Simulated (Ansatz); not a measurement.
Species: sum formula AlOCl$_{2}$H, charge 0, multiplicity 1. 
Structure (B3LYP-D3(BJ)/def2-TZVP (Ansatz, an electronic-structure program) minimum search):
```
Al
O 1 1.6810
H 2 0.9587 1 123.60
Cl 1 2.0777 2 118.40 3 -180.00
Cl 1 2.0875 2 121.60 3 0.00
```

Total electronic energies in hartree. Correlated levels leave the core frozen unless marked. No spin-orbit coupling. Non-relativistic. CBS(X,Y): correlation extrapolated as X^-3; Hartree-Fock from the larger set (for Q and 5 zeta extrapolated as (X+1)exp(-9√X)).

| level | program | energy (Eh) |
|---|---|---|
| HF/aug-cc-pV(T+d)Z | Ansatz | -1236.66926 |
| HF/cc-pV(5+d)Z | Ansatz | -1236.68621 |
| SVWN5/def2-TZVPD | Ansatz | -1234.38865 |
| revPBE/def2-TZVPD | Ansatz | -1238.67952 |
| r2SCAN-D4/def2-TZVPD | Ansatz + dftd4 | -1238.81345 |
| PBE0/6-31G* | Ansatz | -1238.29878 |
| PBE0/def2-SVP | Ansatz | -1237.93182 |
| PBE0-D4/def2-TZVPD | Ansatz + dftd4 | -1238.43879 |
| BHLYP-D3(BJ)/def2-TZVPD | Ansatz + dftd3 | -1238.90880 |
| CAM-B3LYP-D4/def2-TZVPD | Ansatz + dftd4 | -1238.94951 |
| LC-wPBE/def2-TZVPD | Ansatz | -1238.55349 |
| wB97X-V/def2-TZVPD | Ansatz | -1238.72936 |
| B2GP-PLYP-D3(BJ)/def2-TZVPD | Ansatz + dftd3 | -1238.37374 |
| B2GP-PLYP-D4/def2-TZVPD | Ansatz + dftd4 | -1238.37076 |
| MP2/STO-3G | Ansatz | -1222.88353 |
| MP2/cc-pwCVTZ | Ansatz | -1237.36705 |
| MP2/cc-pV(Q+d)Z | Ansatz | -1237.43367 |
| RI-MP2/cc-pV(Q+d)Z | Ansatz | -1237.43328 |
| SCS-MP2/cc-pwCVTZ | Ansatz | -1237.35328 |
| CCSD/cc-pV(T+d)Z | Ansatz | -1237.38633 |
| CCSD(T) with core electrons (1s frozen past Ne)/cc-pwCVTZ | Ansatz | -1238.28143 |
| CCSD(T)/CBS(aug-cc-pV(T+d)Z,aug-cc-pV(Q+d)Z) | Ansatz | -1237.5443 |
| CCSD(T)/CBS(cc-pV(Q+d)Z,cc-pV(5+d)Z) | Ansatz | -1237.5455 |

Totals of different functionals don't rank their quality; only differences between species are comparable.
